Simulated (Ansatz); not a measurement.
```xyz
25

B    -0.6129    2.0518    1.2142
N    -0.1383    0.7929    0.8509
C    -0.1831   -0.3095    1.8133
C    -1.2468   -1.3126    1.4983
C    -1.0463   -2.6186    1.3998
Si    0.4344    0.4543   -0.7980
C     1.2090    1.9912   -1.5190
C    -0.9946   -0.1027   -1.8651
C     1.7226   -0.8987   -0.7008
H    -0.6178    2.9423    0.4133
H    -1.0185    2.2334    2.3302
H    -0.3805    0.1217    2.7999
H     0.7875   -0.8124    1.8681
H    -2.2456   -0.9043    1.3563
H    -0.0585   -3.0502    1.5317
H    -1.8587   -3.3059    1.1947
H     1.9831    2.3921   -0.8604
H     0.4750    2.7788   -1.6950
H     1.6753    1.7448   -2.4776
H    -1.7704    0.6665   -1.9039
H    -0.6616   -0.2962   -2.8889
H    -1.4432   -1.0191   -1.4755
H     2.5438   -0.6267   -0.0323
H     1.2986   -1.8455   -0.3599
H     2.1477   -1.0671   -1.6943
```

Charge 0, multiplicity 1.

Question: List the B3LYP/def2-TZVPP orbital energies in eV (Ansatz 0.2.0). (Estimate.)

Answer: Ansatz gave: Occupied: -1798.70, -389.29, -277.76, -277.08, -276.85, -276.18, -276.09, -276.07, -182.94, -143.19, -98.54, -98.50, -98.48, -24.25, -21.34, -19.57, -18.66, -18.55, -18.22, -15.52, -14.43, -13.48, -12.48, -12.27, -11.73, -11.35, -11.21, -11.05, -10.82, -10.75, -10.68, -10.50, -10.02, -9.33, -8.66, -8.48, -8.28, -7.61, -7.32. Lowest empty: -0.53, 0.08, 0.67, 1.40, 1.54, 1.83, 1.89, 2.07.

B3LYP here is the variant with VWN-RPA as its local correlation; programs differ in this.
